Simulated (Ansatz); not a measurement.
`[CH3][GeH3]` and `[CH3][GeH2][GeH3]` differ in one atom or group.

Ansatz, PBE0-D4/def2-TZVP geometries, multiplicity 1. 

Scalar relativity is left out up to krypton.

```json
{"property": "size of the dipole moment (B3LYP/def2-TZVPP) / D", "`[CH3][GeH3]`": "0.72"}
{"property": "LUMO energy (PBE0/def2-TZVPP) / eV", "`[CH3][GeH3]`": "0.88"}
{"property": "HOMO–LUMO gap (ωB97M-V/def2-TZVPP) / eV", "`[CH3][GeH3]`": "13.54"}
{"property": "size of the dipole moment (ωB97M-V/def2-TZVPP) / D", "`[CH3][GeH3]`": "0.69"}
{"property": "HOMO–LUMO gap (PBE0/def2-TZVPP) / eV", "`[CH3][GeH3]`": "9.81"}
{"property": "ideal-gas entropy at 298 K and 1 bar (rigid rotor, harmonic PBE0-D4/def2-TZVP) / J/(mol·K)", "`[CH3][GeH3]`": "269"}
```

Task: What does the change do to each property? (Best estimate.)

Result: Computed: 
| property | `[CH3][GeH2][GeH3]` | shift |
| --- | --- | --- |
| size of the dipole moment (B3LYP/def2-TZVPP) / D | 0.84 | 0.12 |
| LUMO energy (PBE0/def2-TZVPP) / eV | 0.43 | -0.45 |
| HOMO–LUMO gap (ωB97M-V/def2-TZVPP) / eV | 11.94 | -1.60 |
| size of the dipole moment (ωB97M-V/def2-TZVPP) / D | 0.80 | 0.11 |
| HOMO–LUMO gap (PBE0/def2-TZVPP) / eV | 8.31 | -1.50 |
| ideal-gas entropy at 298 K and 1 bar (rigid rotor, harmonic PBE0-D4/def2-TZVP) / J/(mol·K) | 355 | 86 |

With PBE0 the HOMO rises by 1.05 eV and the LUMO falls by 0.45 eV, so the gap narrows by about 1.50 eV. PBE moves the HOMO by 0.88 eV and ωB97M-V by 1.24 eV. The zero-point energy changes by 42.1 kJ/mol with +9 modes. Dipoles are sizes alone; their direction can turn.

B3LYP here is the variant with VWN-RPA as its local correlation; programs differ in this.
